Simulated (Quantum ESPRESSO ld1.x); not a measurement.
Task: The mean radii <r> (bohr) of the occupied orbitals of an atom or ion are listed with their occupations. Calculated with ld1.x of Quantum ESPRESSO 7.5: Dirac Kohn-Sham, PBE, spin-unpolarised, spherical densities, point nucleus.

| orbital | occ. | <r> |
|---|---|---|
| 1s1/2 | 2 | 0.01658 |
| 2s1/2 | 2 | 0.06923 |
| 2p1/2 | 2 | 0.05692 |
| 2p3/2 | 4 | 0.06559 |
| 3s1/2 | 2 | 0.1800 |
| 3p1/2 | 2 | 0.1704 |
| 3p3/2 | 4 | 0.1862 |
| 3d3/2 | 4 | 0.1620 |
| 3d5/2 | 6 | 0.1669 |
| 4s1/2 | 2 | 0.3985 |
| 4p1/2 | 2 | 0.4004 |
| 4p3/2 | 4 | 0.4342 |
| 4d3/2 | 4 | 0.4404 |
| 4d5/2 | 6 | 0.4513 |
| 5s1/2 | 2 | 0.8541 |
| 4f5/2 | 6 | 0.4687 |
| 4f7/2 | 8 | 0.4746 |
| 5p1/2 | 1.66667 | 0.8966 |
| 5p3/2 | 3.33333 | 0.9602 |

Name the element and its charge. Open shells, if any, are shared by 2j + 1.

Result: Z = 80, mercury, charge +13: Hg13+ in [Kr] 4d10 4f14 5s2 5p5. The 1s radius gives Z: for a bare nucleus <r> = (2 gamma + 1)/(2Z) with gamma = sqrt(1 - (Z/c)^2), 0.0164 bohr for Z = 80, and screening makes it slightly larger (0.01658 here). The occupations add up to 67, and the charge is Z minus that.
